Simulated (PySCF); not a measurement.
C4H9F, SMILES CC(C)(C)F.

Coordinates come from a PBE-D3(BJ)/def2-SVP optimisation.

Calculation: PySCF with TDDFT-PBE/def2-SVPD.

Vertical excitations; the highest root listed may be one member of a degenerate set.  State labels are in the subgroup Cs.

| state | symmetry | energy (eV) | λ (nm) | f | main pairs |
|---|---|---|---|---|---|
| S1 | A" | 7.54 | 164 | 0.036 | HOMO→LUMO (degenerate set) |
| S2 | A' | 7.54 | 164 | 0.036 | HOMO−1→LUMO (degenerate set) |
| S3 | A" | 8.66 | 143 | 0.000 | HOMO→LUMO+2 50 %, HOMO−1→LUMO+3 49 % |
| S4 | A" | 8.67 | 143 | 0.005 | HOMO−1→LUMO+3, HOMO→LUMO+2 (degenerate set) |
| S5 | A' | 8.67 | 143 | 0.006 | HOMO−1→LUMO+2, HOMO→LUMO+3 (degenerate set) |
| S6 | A" | 8.68 | 143 | 0.013 | HOMO→LUMO+1 (degenerate set) |
| S7 | A' | 8.68 | 143 | 0.013 | HOMO−1→LUMO+1 (degenerate set) |
| S8 | A' | 8.80 | 141 | 0.003 | HOMO→LUMO+3 49 %, HOMO−1→LUMO+2 49 % |
| S9 | A" | 8.81 | 141 | 0.020 | HOMO−2→LUMO (degenerate set) |
| S10 | A' | 8.81 | 141 | 0.020 | HOMO−3→LUMO (degenerate set) |
| T1 | A" | 7.44 | 167 | 0 | HOMO→LUMO (degenerate set) |
| T2 | A' | 7.44 | 167 | 0 | HOMO−1→LUMO (degenerate set) |
| T3 | A" | 8.37 | 148 | 0 | HOMO→LUMO+1 (degenerate set) |
| T4 | A' | 8.37 | 148 | 0 | HOMO−1→LUMO+1 (degenerate set) |
Triplets are in the Tamm–Dancoff approximation, which puts them higher than full response would, so one can lie above its singlet here.
